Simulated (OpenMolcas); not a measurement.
Computed levels of 3d4 in ions with 22 electrons, in cm-1 above 5D0.

| Property | Result |
| --- | --- |
| Program | OpenMolcas 26.06 |
| Method | CASSCF |
| Basis | ANO-R3 |
| Scalar Hamiltonian | X2C, finite nucleus |
| Spin-orbit coupling | state interaction with AMFI integrals over the reference wave functions, term energies averaged over their components |

Active space for each ion: 4 electrons in 5 orbitals (3d).

```tsv
Level	V+	Cr2+	Mn3+	Fe4+	Ni6+	Cu7+
5D1	38.6	64.9	100	147	280	375
5D2	115	193	297	432	815	1084
5D3	228	380	583	844	1569	2069
5D4	374	622	949	1366	2505	3276
3H4	15749	20008	23774	27270	33795	36972
3H5	15827	20141	23983	27580	34402	37798
3H6	15917	20293	24219	27922	35042	38642
3P0(1)	17134	21689	25621	29175	35517	38449
3P1(1)	17360	22072	26217	30045	37163	40635
```

Task: Estimate 5D4, 3H4, 3H5 for Co5+ from its neighbours Fe4+ and Ni6+.

Result: 5D4 is fine structure, which grows about as the fourth power of a screened charge, so the fourth roots are averaged: ((1366^0.25 + 2505^0.25) / 2)^4 = 1871. The calculation gives 1871, so the estimate is off by 0 %; the measured value is 1782 (Sugar and Corliss, J. Phys. Chem. Ref. Data 10, 1097 (1981)).
3H4 is another term, which grows about linearly with the charge: (27270 + 33795) / 2 = 30532. The calculation gives 30555, so the estimate is off by -0.1 %; the measured value is 28377 (Sugar and Corliss, J. Phys. Chem. Ref. Data 10, 1097 (1981)).
3H5 is another term, which grows about linearly with the charge: (27580 + 34402) / 2 = 30991. The calculation gives 30993, so the estimate is off by 0 %; the measured value is 28806 (Sugar and Corliss, J. Phys. Chem. Ref. Data 10, 1097 (1981)).

Without dynamic correlation excited terms often stand tens of per cent too high (terms of higher spin than the ground term too low), and those without a measured partner can miss by more than the paired ones. Some high roots are left out of the spin-orbit mixing, which shifts the levels that they would mix with (holds for V+). Computed and measured levels are paired by configuration, term and J; levels that our copy of the source lacks, or whose pairing is in doubt (as where it misses far off the trend of its configuration), stay unpaired and out of the deviations. Levels of configurations outside the active space are missing.

A number in round brackets counts repeated terms of one configuration in the order of the reference energies.
